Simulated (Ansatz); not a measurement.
Consider the ligand exchange at the Si–C bond: `C=C[SiH2][SiH2]Cl` + `N[SiH3]` → `[SiH3]N[SiH2][SiH2]Cl` + ethylene.

Gas-phase electronic energies from Ansatz, PBE0-D4/def2-TZVP geometries. CCSD(T)/CBS is the MP2 limit (def2-TZVPP, def2-QZVPP) plus CCSD(T) − MP2 in def2-TZVPP, frozen cores. This one scheme is used for every species. DFT in def2-TZVPP. B3LYP here is the variant with VWN-RPA as its local correlation; programs differ in this. HSE06 is defined as in plane-wave codes. One conformer a species, not always the lowest.

| level | ΔE (kcal/mol) | difference from CCSD(T)/CBS |
| --- | --- | --- |
| revPBE-D4 | -10.6 | 1.7 |
| r2SCAN-D4 | -11.4 | 0.9 |
| B97M-V | -11.7 | 0.6 |
| r2SCAN0-D4 | -11.9 | 0.4 |
| HSE06-D4 | -11.1 | 1.2 |
| ωB97X-V | -12.1 | 0.2 |
| ωB97M-V | -12.3 | 0.0 |
| PBE | -9.1 | 3.2 |
| PBE0 | -10.1 | 2.2 |
| B3LYP | -10.6 | 1.7 |
| r2SCANh | -11.3 | 1.0 |
| BHLYP | -11.9 | 0.4 |
| LC-ωPBE | -11.1 | 1.2 |
| RPA@PBE/def2-TZVPP | -12.1 | 0.2 |
| HF/def2-TZVPP | -12.8 | -0.5 |
| HF/CBS(def2) | -12.9 | -0.6 |
| CCSD(T)/CBS | -12.3 | 0 |

Largest T1 diagnostic among the species: 0.011.

The D4 term adds −2.0 kcal/mol with B3LYP and −1.1 kcal/mol with PBE0; it sums over pairs of atoms, weighted by their polarisabilities, and B3LYP, whose exchange is more repulsive, gets the larger term. From BLYP to BHLYP (50 % exact exchange), in def2-TZVPP and without D4, ΔE moves by −2.4 kcal/mol.
